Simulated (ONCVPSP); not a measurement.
## Varying the ONCV potential for Cs (Z = 55)

Base potential:

caesium (Cs), optimised norm-conserving Vanderbilt (ONCV), made with ONCVPSP 4.0.1 (LDA (Perdew-Wang 92), fully relativistic). Core [Kr] 4d10, reference 5s2 5p6 5d1. Waves: 5s: rc 1.90 bohr, ncon 3, nbas 6, qcut 3.7 1/bohr, 2 projectors, debl 2 Ha; 5p: rc 2.10 bohr, ncon 4, nbas 8, qcut 3.3 1/bohr, 3 projectors, debl 1.1 Ha; 5d: rc 4.00 bohr, ncon 4, nbas 8, qcut 2.7 1/bohr, 3 projectors, debl 0.5 Ha. Local part: polynomial inside 1.60 bohr (lpopt 5, dvloc0 2 Ha). Core correction: polynomial model core, fcfact 0.55.

Open shells are filled in proportion to 2j + 1.

Cutoffs, loose and tight: the cutoffs (Ha) at which the residual kinetic energy of the hardest occupied pseudo-wave falls to 1 and 0.1 mHa per electron. They do not see the model core or the augmentation charge, which bear on the density cutoff. Test errors are all-electron minus pseudo excitation energies from the reference, over the configurations 5s2 5p6 5d0 6s1; 5s2 5p6 5d0; 5s2 5p6 5d0 6s0.5; 5s1 5p6 5d0 6s1. A dash means not determined; rows that change the core or the reference have their own tests. The largest error is taken over the tests solved by every variant that gives reliable tests at all: 5s2 5p6 5d0; 5s2 5p6 5d0 6s0.5; 5s2 5p6 5d0 6s1.

A true bound ghost makes a file unfit for plane-wave use even where its test errors are small: the radial tests pick states by their node count and pass the ghost by.

```
     change    outcome  cutoff, loose  cutoff, tight  bound ghosts  GHOST(+) flags above zero  largest test error (meV)
       base  generated          22 Ha          44 Ha          none              s, p3/2, p1/2                      +1.4
d: qcut 1.7  generated          22 Ha          44 Ha          none              s, p3/2, p1/2                      +6.2
  d: qcut 2  generated          22 Ha          44 Ha          none              s, p3/2, p1/2                      +4.6
d: qcut 2.3  generated          22 Ha          44 Ha          none              s, p3/2, p1/2                      +3.0
d: qcut 2.6  generated          22 Ha          44 Ha          none              s, p3/2, p1/2                      +1.8
  d: qcut 3  generated          22 Ha          44 Ha          none              s, p3/2, p1/2                      +0.7
d: qcut 3.6  generated          22 Ha          44 Ha          none  s, p3/2, d5/2, p1/2, d3/2                      -0.2
  d: qcut 4  generated          22 Ha          44 Ha          none              s, p3/2, p1/2                      -0.3
```

Q: What comes out with this change to the base: d: qcut 3.4?

A: outcome: generated; cutoff, loose: 22 Ha; cutoff, tight: 44 Ha; bound ghosts: d5/2; GHOST(+) flags above zero: s, p3/2, p1/2, d3/2; largest test error (meV): +0.2.

Reading the sweep of the qcut of the d channel (base included, trends over the rows without a ghost): The loose cutoff stays near 22 Ha. Bound ghosts are found at 3.4 1/bohr.
